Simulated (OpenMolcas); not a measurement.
Sc III: from CASSCF to CASPT2

```yaml
Program: OpenMolcas
Basis: ANO-R3 [7s5p5d3f2g]
Scalar_Hamiltonian: X2C, finite nucleus
Active_space: 1 electron in 6 orbitals (3d 4s)
State_averaging: 2S+1 = 2 even, 6 roots
Spin-orbit_coupling: state interaction with AMFI integrals over the reference wave functions, term energies averaged over their components
```

Methods on the same reference wave functions:
A. CASSCF
B. SS-CASPT2, IPEA 0.25 Eh, imaginary shift 0.1 Eh (closed shells correlated: 3s 3p)

Energies in cm⁻¹ above 3d ²D_3/2, the measured ground level; measured values from Sugar and Corliss, J. Phys. Chem. Ref. Data 9, 473 (1980).

```json
{"Level": "3d ²D_3/2", "A": "0.0", "B": "0.0", "Measured": "0.0"}
{"Level": "3d ²D_5/2", "A": "207", "B": "207", "Measured": "198"}
{"Level": "4s ²S_1/2", "A": "25342", "B": "25386", "Measured": "25539"}
```

Deviations, from unrounded energies. A percentage is the sum of absolute deviations over the sum of measured energies, with the sign that they share, or ± where signs differ.

```
                  Against measurement  Levels     A     B
       mean absolute deviation (cm-1)       2   100    81
fine structure of the ground term (%)       1  +4.6  +4.6
             other configurations (%)       1  -0.8  -0.6
```

B lies closest to measurement on these levels. The largest miss of B in the table is 4s ²S_1/2, by -150 cm-1. The ranking rests on the paired levels alone, and a cruder setting can come out closer through cancelling errors.

The lowest spin-free term lies below A's lowest term by 0.289 hartree in B.

With one active electron the reference holds no correlation, so core polarisation is missing (holds for A). With one active electron, CASPT2 adds the correlation within the correlated inactive shells and between them and that electron, and leaves the splitting within a term as the reference gives it (holds for B). Measured partners are found by configuration, term and J. A level has none where our copy of the source lacks it or the pairing is in doubt (some pairs that miss far off the trend of their configuration count as doubtful), and it then counts in no deviation. Only configurations of the active space appear.
